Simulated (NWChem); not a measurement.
# SiN₂H₅OF; SMILES N[Si](N)(O)F

```xyz
10

N      0.7361     1.2494     1.0128
Si    -0.0444     0.0888     0.0569
N      0.2650    -1.4613     0.6970
O     -1.6038     0.6375    -0.0580
F      0.4610    -0.0588    -1.4883
H      1.6681     1.1038     1.3760
H      0.4524     2.2203     1.0088
H      0.3052    -2.2754     0.0971
H      0.0331    -1.6960     1.6535
H     -2.0789     0.3580    -0.8453
```
Atoms are numbered in this order, from 1.

Results from NWChem. The geometry was optimised at PBE0/def2-SVP. Level: PBE/def2-SVP with SMD (1 M gas to 1 M solution), gas-phase geometry. Reactions with the solvent are ignored.

Problem. Order these by “solvation free energy (kcal/mol)”, lowest first: ethyl acetate; anisole; acetone.

Solution. acetone (-7.0), ethyl acetate (-5.8), anisole (-4.6)
